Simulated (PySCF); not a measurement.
InCl, SMILES [In][Cl] (connectivity only; charge and spin as stated), neutral, multiplicity 1.

The structure is a stationary point at PBE0-D3(BJ)/def2-TZVP. The def2 effective core potentials stand for the cores of In; spin–orbit coupling is left out.

Vertical ionisation energy (IE) and electron affinity (EA) in eV. Rows of orbital energies are one-electron estimates. Where ΔSCF, EOM or ADC give a negative EA the extra electron is unbound and the value depends on the basis.

| level | IE | EA |
|---|---|---|
| −ε(HOMO), −ε(LUMO), PBE0/def2-TZVPD (PySCF) | 7.31 | 1.83 |
| −ε(HOMO), −ε(LUMO), HF/def2-TZVPD (PySCF) | 9.23 | -0.38 |
